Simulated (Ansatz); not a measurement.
`F[CH]([SiH3])[SnH3]` + `B[SiH2]F` → `F[SiH2][BH][SnH3]` + `FC[SiH3]`  (formal exchange of groups at the Sn–C bond)

Isolated molecules relaxed with PBE0-D4/def2-TZVP in Ansatz; ΔE leaves out vibrations. CCSD(T)/CBS adds triple-zeta CCSD(T) − MP2 to the extrapolated MP2 energy (def2 sets, frozen cores). DFT in def2-TZVPP. def2 core potentials past Kr. For Sn outer-core shells are correlated without core-valence functions, which leaves a few kJ/mol of doubt a bond. Each species was taken in one conformer, which may not be the lowest.

(1) Is it downhill or uphill in electronic energy at CCSD(T)/CBS, and by how much? (Best estimate.)

(2) What do these levels give: r2SCAN-D4, PBE, BLYP, LC-ωPBE, CCSD/def2-SVP, HF/def2-QZVPP? (Best estimate.)

Largest T1 diagnostic among the species: 0.014.

## Answers

(1) Ansatz gave: Downhill: ΔE = -0.31 eV.

(2) Computed: r2SCAN-D4 -0.33, PBE -0.37, BLYP -0.32, LC-ωPBE -0.35, CCSD/def2-SVP -0.39, HF/def2-QZVPP -0.35 eV.

Leaving LDA and LC-ωPBE aside and taking each functional with its dispersion term where it has one, the values, not all of them listed here, spread over 0.09 eV, from HSE06-D4 to BLYP-D4. In def2-TZVPP, CCSD(T) changes the Hartree–Fock value by +0.04 eV (the triples alone add +0.02 eV) and MP2 by +0.07 eV. At CCSD(T), def2-SVP lies −0.07 eV from the extrapolated value and def2-TZVPP −0.01 eV.
